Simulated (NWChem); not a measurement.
System: SiH₄O₄; SMILES O[Si](O)(O)O

The following NWChem deck was run.

```
start job
memory heap 200 mb stack 900 mb global 1100 mb
geometry units angstroms noautosym nocenter noautoz
  O     -0.264927    -1.379169     0.867021
  Si     0.000000     0.000000     0.000000
  O      1.379169    -0.264927    -0.867021
  O     -1.379169     0.264927    -0.867021
  O      0.264927     1.379169     0.867021
  H      0.542021    -1.832967     1.148635
  H      1.832967     0.542021    -1.148635
  H     -1.832967    -0.542021    -1.148635
  H     -0.542021     1.832967     1.148635
end
basis spherical
  O library 6-31g*
  Si library 6-31g*
  H library 6-31g*
end
dft
  xc b3lyp
  iterations 150
end
property
  shielding 3 1 2 6
end
task dft property
```

NWChem printed, in part:

```
             Northwest Computational Chemistry Package (NWChem) 7.3.0
             --------------------------------------------------------

                             Geometry "geometry" -> ""
                             -------------------------

 Output coordinates in angstroms (scale by  1.889725989 to convert to a.u.)

  No.       Tag          Charge          X              Y              Z
 ---- ---------------- ---------- -------------- -------------- --------------
    1 O                    8.0000    -0.26492700    -1.37916900     0.86702100
    2 Si                  14.0000     0.00000000     0.00000000     0.00000000
    3 O                    8.0000     1.37916900    -0.26492700    -0.86702100
    4 O                    8.0000    -1.37916900     0.26492700    -0.86702100
    5 O                    8.0000     0.26492700     1.37916900     0.86702100
    6 H                    1.0000     0.54202100    -1.83296700     1.14863500
    7 H                    1.0000     1.83296700     0.54202100    -1.14863500
    8 H                    1.0000    -1.83296700    -0.54202100    -1.14863500
    9 H                    1.0000    -0.54202100     1.83296700     1.14863500

 Effective nuclear repulsion energy (a.u.)     267.1879153885

                              NWChem Property Module
                              ----------------------

  itol2e modified to match energy
  convergence criterion.

                                 NWChem DFT Module
                                 -----------------

 Summary of "ao basis" -> "ao basis" (spherical)
 ------------------------------------------------------------------------------
       Tag                 Description            Shells   Functions and Types
 ---------------- ------------------------------  ------  ---------------------
 O                           6-31g*                  6       14   3s2p1d
 Si                          6-31g*                  8       18   4s3p1d
 H                           6-31g*                  2        2   2s

  itol2e modified to match energy
  convergence criterion.

[...]

          -----------------------------------------
          Chemical Shielding Tensors (GIAO, in ppm)
          -----------------------------------------

                                NWChem CPHF Module
                                ------------------

  scftype          =     RHF
  nclosed          =       25
  nopen            =        0
  variables        =     1425
  # of vectors     =        3
  tolerance        = 0.10D-03
  level shift      = 0.00D+00
  max iterations   =       50
  max subspace     =       30

 SCF residual:    5.0612373535680603E-006

Iterative solution of linear equations
  No. of variables     1425
  No. of equations        3
  Maximum subspace       30
        Iterations       50
       Convergence  1.0D-04

   iter   nsub   residual    time
   ----  ------  --------  ---------
     1      3    2.27D-01      23.8
     2      6    9.26D-03      26.1
     3      9    4.04D-04      28.5
     4     12    2.03D-05      30.8

      Atom:    1  O
        Diamagnetic
    388.1283     -3.2899      2.3530
     -3.2899    401.1601    -16.1209
      2.3530    -16.1209    386.2888

        Paramagnetic
   -121.7266     -2.3850     -2.5622
     -2.3850    -93.4400    -14.8335
     -2.5622    -14.8335   -100.0532

        Total Shielding Tensor
    266.4017     -5.6748     -0.2092
     -5.6748    307.7201    -30.9544
     -0.2092    -30.9544    286.2356

           isotropic =     286.7858
          anisotropy =      64.9153

          Principal Components and Axis System
                 1           2           3
              330.0626    268.7236    261.5711

      1        -0.0708      0.7921      0.6063
      2         0.8149     -0.3046      0.4931
      3        -0.5752     -0.5290      0.6240

      Atom:    2  Si
        Diamagnetic
    884.1480      0.0000      0.0000
      0.0000    884.1480     -0.0000
      0.0000     -0.0000    881.6792

        Paramagnetic
   -422.5073      0.0000     -0.0000
      0.0000   -422.5073     -0.0000
     -0.0000     -0.0000   -397.0948

        Total Shielding Tensor
    461.6407      0.0000     -0.0000
      0.0000    461.6407     -0.0000
     -0.0000     -0.0000    484.5844

           isotropic =     469.2886
          anisotropy =      22.9437

          Principal Components and Axis System
                 1           2           3
              484.5844    461.6407    461.6407

      1        -0.0000      0.3026      0.9531
      2        -0.0000      0.9531     -0.3026
      3         1.0000      0.0000     -0.0000

      Atom:    3  H
        Diamagnetic
     33.2700    -10.6955      6.5127
    -10.6955     29.6289     -8.2068
      6.5127     -8.2068     22.2258

        Paramagnetic
     -0.5946      3.6830     -2.3794
      3.6830      2.1966      2.3196
     -2.3794      2.3196      4.4693

        Total Shielding Tensor
     32.6754     -7.0125      4.1333
     -7.0125     31.8255     -5.8872
      4.1333     -5.8872     26.6951

           isotropic =      30.3987
          anisotropy =      18.0777

          Principal Components and Axis System
                 1           2           3
               42.4505     25.9383     22.8071

      1         0.6397      0.7643      0.0810
      2        -0.6497      0.4815      0.5882
      3         0.4106     -0.4289      0.8046
```

Level: B3LYP/6-31G* (spherical d), GIAO. Coordinates come from a B3LYP/6-31G* (spherical d) optimisation. The output numbers the shielded atoms by their place in the input's list. The printed shielding anisotropy is the first printed principal value minus the mean of the other two.
